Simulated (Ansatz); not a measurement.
`[Cl][Al@H-]1[NH2+][Al@@H-]([Cl])[NH2+]1`, one more setting.

```yaml
crystal:
  periodic: [false, false, false]
  atoms:
    - {symbol: Cl, position_ang: [-1.998727, -1.759644, 1.568782]}
    - {symbol: Al, position_ang: [-0.239399, -1.222509, 0.532221]}
    - {symbol: N, position_ang: [0.502965, 0.319486, 0.898231]}
    - {symbol: Al, position_ang: [0.364446, 1.230914, -0.988697]}
    - {symbol: Cl, position_ang: [-1.112146, 2.743338, -0.401636]}
    - {symbol: N, position_ang: [-0.635949, -0.524813, -1.269663]}
    - {symbol: H, position_ang: [1.086096, -2.805540, 0.329024]}
    - {symbol: H, position_ang: [0.118900, 0.776285, 1.609546]}
    - {symbol: H, position_ang: [1.572104, 0.314358, 0.968017]}
    - {symbol: H, position_ang: [1.409385, 1.755495, -1.394283]}
    - {symbol: H, position_ang: [-1.617227, -0.351389, -1.581853]}
    - {symbol: H, position_ang: [-0.084925, -0.866288, -1.898750]}
basis:
  gaussian: {orbitals: def2-TZVPD}
hamiltonian: {xc: {name: LC-wPBE}}
accuracy: high
scf: {lower_state_search: full}
```

```sh
$ ansatz run in.yaml --threads 2 --pin off --events-out ev --progress --plain --max-ram 32768MiB --backend cuda --devices 0, --max-vram 18GiB
```

Shortened log:

```
Functional definition: LC-wPBE
5001 factors; integrals over basis functions are off by at most 4.0e-9 eV
1249 factors; integrals over basis functions are off by at most 4.6e-9 eV
mean field evaluation 1: about -41302.7074 eV, gradient 6.7e1 eV
mean field evaluation 2: about -41302.7101 eV, gradient 6.7e1 eV
mean field evaluation 4: about -41310.9852 eV, gradient 4.4e0 eV
mean field evaluation 8: about -41311.0489 eV, gradient 3.2e-1 eV
mean field evaluation 16: about -41311.0494 eV, gradient 1.3e-4 eV
mean field -41311.04938635 eV, -1518.1530633133 hartree, gradient 4.8e-8 eV, S^2 0.000000; 0 other end points of the search recorded, 0 dependent functions left out
reference -41311.04938635 eV, -1518.1530633133 hartree; 40, 40 occupied and 266, 266 virtual orbitals, 5001 factors
Total energy: -41311.04938635 eV, -1518.1530633133 hartree
```

It took 18 s on 2 threads of an AMD EPYC 7R13 on a shared host and a share of an NVIDIA H100 80 GB, with 1.3 GiB of host memory at the peak.
